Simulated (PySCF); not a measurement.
C₂HO₂ (SMILES O=[C-]C=O), charge -1, singlet, at a GFN2-xTB geometry (in this run its highest filled SCF level lies above zero, so its values depend strongly on the basis, on diffuse functions most of all). Base run: DF-PBE/aug-cc-pVDZ (PySCF).

Here is a job for PySCF.
```python
from pyscf import gto, scf, dft

mol = gto.Mole()
mol.atom = '''
    C     0.317138    0.547825   -0.195408
    C    -0.035997   -0.708691    0.061981
    O     0.812366    1.629497    0.083593
    O    -1.139686   -1.345816    0.023272
    H     0.931714   -1.304253   -0.054351
'''
mol.basis = 'aug-cc-pvdz'
mol.charge = -1
mol.spin = 0
mol.verbose = 5
mol.build()

mf = dft.RKS(mol)
mf.xc = 'pbe'
mf = mf.density_fit(auxbasis='def2-universal-jkfit')
mf.kernel()
```

Variants of this job, named by their change:

```tsv
change	ΔE vs base (µEh)	grid points	electrons on the grid
base	0.0	66208	30.00000
grids.atom_grid = (99, 590)	1.1	158144	30.00000
grids.level = 2	-0.4	50208	30.00000
grids.level = 4	1.1	129448	30.00000
grids.atom_grid = (30, 110)	76.4	12264	29.99997
grids.prune = off	0.0	105704	30.00000
grids.level = 5	1.0	195456	30.00000
grids.level = 1	39.6	23192	30.00000
small_rho_cutoff = 0	0.0	66208	30.00000
grids.level = 0	4449	4968	30.00242
grids.prune = dft.gen_grid.sg1_prune	33.2	29720	29.99993
```
